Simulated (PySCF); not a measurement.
**Frontier orbitals and the lowest excitations**

Compound: C3H10B2.
Numbering: `[BH2:1][CH2:2][BH:3][CH2:4][CH3:5]` (hydrogens: H6, H7 on B1; H8, H9 on C2; H10 on B3; H11, H12 on C4; H13, H14, H15 on C5)

Geometry (PBE0-D3(BJ)/def2-SVP, Å), atoms numbered from 1 in this order:
```
atom  x, y, z in Å
B1    -2.5717   -0.1159   -0.4163
C2    -1.4830    0.6204    0.4041
B3    -0.1347    0.5135   -0.3949
C4     1.1158   -0.2235    0.1885
C5     2.2685   -0.5253   -0.7603
H6    -3.0040   -1.1915   -0.0654
H7    -2.9782    0.3558   -1.4546
H8    -1.3890    0.2810    1.4454
H9    -1.7177    1.7019    0.3349
H10   -0.0661    1.0602   -1.4787
H11    0.7942   -1.1253    0.7422
H12    1.4515    0.4613    0.9984
H13    3.1222   -0.9955   -0.2475
H14    1.9542   -1.2088   -1.5650
H15    2.6356    0.3921   -1.2462
```

Computed, not measured: PySCF 2.14.0, density-fitted response routines, TDDFT CAM-B3LYP/def2-SVPD, vertical, gas phase, core orbitals frozen in the response.

Frontier orbitals with the atoms that hold most of them (Löwdin shares over 4%, at most four atoms; ? is withheld):

| orbital | ε (eV) | atoms |
| --- | --- | --- |
| HOMO-3 | -10.95 | C4 18%, C5 17%, C2 13%, B1 11% |
| HOMO-2 | -10.58 | B1 29%, H7 18%, C2 12%, H6 11% |
| HOMO-1 | -10.23 | ? |
| HOMO | -9.93 | C4 26%, B3 23%, C2 10%, C5 9% |
| LUMO | -0.60 | ? |
| LUMO+1 | 0.86 | B3 30%, B1 28%, C4 8%, C2 7% |
| LUMO+2 | 1.25 | B3 31%, B1 26%, C5 7%, C4 5% |

Which atoms hold the LUMO, and with what shares?

B1 (bonded to C and 2 H) 33%; B3 (bonded to 2 C and H) 22%; C2 (bonded to 2 B and 2 H) 16%; H6 (bonded to B) 6%. By element: boron 55%, carbon 16% or more, hydrogen 6% or more.

Give the leading atoms of the HOMO-1.

C2 (bonded to 2 B and 2 H) 27%; B3 (bonded to 2 C and H) 19%; B1 (bonded to C and 2 H) 16%; H6 (bonded to B) 10%. By element: boron 35%, carbon 27% or more, hydrogen 10% or more.

The HOMO–LUMO gap is 9.33 eV. Where does the response calculation put the lowest singlet, and from which orbitals?

S1 is at 5.60 eV (f = 0.0025), 3.73 eV below the gap, made of HOMO→LUMO (64%), HOMO-1→LUMO (13%), HOMO-2→LUMO (9%). Without the coupling terms of the response equations the lowest excitation would equal the gap.

Next come S2 at 5.66 eV (f 0.018), HOMO-1→LUMO (64%), HOMO→LUMO (16%); S3 at 5.91 eV (f 0.0040), HOMO-2→LUMO (66%), HOMO-1→LUMO (12%); S4 at 6.50 eV (f 0.0004), HOMO-3→LUMO (39%), HOMO-4→LUMO (28%), HOMO-1→LUMO+1 (13%); S5 at 7.42 eV (f 0.0024), HOMO→LUMO+1 (41%), HOMO-3→LUMO (22%), HOMO-1→LUMO+1 (16%).

Löwdin shares depend on the basis, the more so with diffuse functions.

One conformer stands for the species.
